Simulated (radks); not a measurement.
Task: The manganese ion Mn10+ is in [Ne] 3s2 3p(1/2: 2, 3/2: 1). Calculated with a radial shooting solver on a logarithmic mesh with Libxc functionals: Dirac Kohn-Sham, PBE, spin-unpolarised, spherical densities, finite nucleus; Fermi nuclear charge, rms radius of each element as measured or else 0.836 A^(1/3) + 0.57 fm. Sub-shells are occupied by j as written (lower j first in brackets). One electron is removed from 3s1/2, 3p3/2, 2p3/2, 3p1/2 in turn, with full relaxation. Which removal costs least, and what does each cost?

Result: 3p3/2 280.54 eV; 3p1/2 282.49 eV; 3s1/2 314.49 eV; 2p3/2 922.84 eV. The 3p3/2 electron leaves first.
